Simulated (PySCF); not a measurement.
C2H8ClNSi2, SMILES C[Si@H](Cl)/C=N/[SiH3]. Atoms are numbered in the order given.

```xyz
14

C      1.5143    -0.4267    -1.7285
Si     1.0409     0.6417    -0.2819
Cl     2.4222     0.4446     1.2585
C     -0.6463     0.0902     0.3897
N     -1.5260    -0.2304    -0.4728
Si    -3.1661    -0.7458    -0.0690
H      0.6822    -0.4261    -2.4503
H      2.4261    -0.0607    -2.2242
H      1.6839    -1.4627    -1.3968
H      0.9773     2.0857    -0.6347
H     -0.8463     0.0665     1.4875
H     -3.3817    -0.7643     1.4133
H     -4.1194     0.2018    -0.7073
H     -3.3740    -2.1094    -0.6274
```

Geometry: ωB97X-D3(BJ)/def2-SVP. The structure was generated by enumeration; whether it is a known compound was not checked. One conformer was computed; it need not be the lowest.

Two levels are set side by side: PBE/pcSseg-1 (PySCF) and B3LYP/pcSseg-1 (PySCF). GIAO shifts against HCl (³⁵Cl), NH3 (¹⁵N), TMS (²⁹Si), TMS (¹H), TMS (¹³C) at the same level; non-relativistic, no solvent, atoms listed together averaged. Without spin–orbit terms, shifts of atoms bonded to Cl or Br come out too high at both levels. Differences are taken from unrounded values.

| quantity | B3LYP |
|---|---|
| δ(¹³C) of C1 (ppm) | 1.2 |
| δ(²⁹Si) of Si2 (ppm) | -9.2 |
| δ(³⁵Cl) of Cl3 (ppm) | -26.1 |
| δ(¹³C) of C4 (ppm) | 216.2 |
| δ(¹⁵N) of N5 (ppm) | 481.6 |
| δ(²⁹Si) of Si6 (ppm) | -39.5 |
| δ(¹H) of H10 (ppm) | 5.18 |
| δ(¹H) of H11 (ppm) | 10.23 |

Question: What does PBE give, and how far is it from B3LYP? (Estimate from the structure and the level; the computed values follow.)

Answer: 
| quantity | PBE | PBE minus B3LYP |
|---|---|---|
| δ(¹³C) of C1 (ppm) | 1.1 | -0.1 |
| δ(²⁹Si) of Si2 (ppm) | -9.0 | 0.2 |
| δ(³⁵Cl) of Cl3 (ppm) | -12.5 | 13.7 |
| δ(¹³C) of C4 (ppm) | 215.8 | -0.4 |
| δ(¹⁵N) of N5 (ppm) | 470.4 | -11.2 |
| δ(²⁹Si) of Si6 (ppm) | -37.7 | 1.8 |
| δ(¹H) of H10 (ppm) | 5.44 | 0.26 |
| δ(¹H) of H11 (ppm) | 10.49 | 0.26 |

Rough cost on one machine, each run with all the roots and properties that it gave: B3LYP against PBE within a factor of 2.
